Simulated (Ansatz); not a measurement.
Abridged output of a molecular run in Ansatz:

```
Functional definition: HF
1858 factors; integrals over basis functions are off by at most 1.1e-3 eV
mean field evaluation 1: about -10951.9908 eV, gradient 5.3e1 eV
mean field evaluation 2: about -10952.2282 eV, gradient 5.3e1 eV
mean field evaluation 4: about -10958.6297 eV, gradient 5.1e0 eV
mean field evaluation 8: about -10958.7444 eV, gradient 5.0e-1 eV
mean field evaluation 16: about -10958.7460 eV, gradient 1.4e-6 eV
mean field -10958.74595228 eV, -402.7264856416 hartree, gradient 1.4e-6 eV, S^2 0.000000; 0 other end points of the search recorded, 0 dependent functions left out
8 core orbitals not correlated: weight in the atoms' cores, before any rotation towards them, 1.000 or more for the frozen orbitals, at most 0.000 for the correlated occupied ones
reference -10958.74595228 eV, -402.7264856416 hartree; 20, 20 occupied and 258, 258 virtual orbitals, 1858 factors
second order -29.99035208 eV of doubles, -0.00000000 eV of singles
cycle   1  -29.74506517 eV  change    2.5e-1 eV  update   1.4e-1
cycle   2  -30.47532171 eV  change   -7.3e-1 eV  update   4.2e-2
cycle   3  -30.65732058 eV  change   -1.8e-1 eV  update   2.7e-2
cycle   4  -30.64854582 eV  change    8.8e-3 eV  update   9.6e-3
cycle   5  -30.64172968 eV  change    6.8e-3 eV  update   5.8e-3
cycle   6  -30.64366031 eV  change   -1.9e-3 eV  update   2.3e-3
cycle   7  -30.64337909 eV  change    2.8e-4 eV  update   9.9e-4
cycle   8  -30.64303929 eV  change    3.4e-4 eV  update   3.4e-4
cycle   9  -30.64316370 eV  change   -1.2e-4 eV  update   1.9e-4
cycle  10  -30.64316287 eV  change    8.3e-7 eV  update   7.6e-5
cycle  11  -30.64313888 eV  change    2.4e-5 eV  update   3.4e-5
perturbative correction -1.20166278 eV, -0.0441602928 hartree
Total energy: -10990.59075395 eV, -403.8967605175 hartree
```

Its atoms:

```xyz
13

C     1.122   -0.306   -0.180
N    -0.310   -0.299   -0.280
C    -0.792   -1.153   -1.333
Sn   -1.644    0.770    0.824
N    -0.290    1.807    1.911
H     1.602    0.133   -1.069
H     1.508   -1.331   -0.081
H     1.462    0.251    0.694
H    -0.420   -0.841   -2.321
H    -1.885   -1.139   -1.376
H    -0.478   -2.198   -1.187
H     0.710    1.841    1.784
H    -0.585    2.466    2.614
```

(1) Which basis set was used?
A. def2-TZVPP
B. cc-pV(D+d)Z
C. def2-QZVPP
D. def2-TZVPPD

(2) Write the keys of the input that set method, charge and spin (a neutral closed shell needs none for the last two).

Results:

(1) A. It gives 286 functions.

(2) 
```yaml
correlation: {method: ccsd_t}
```
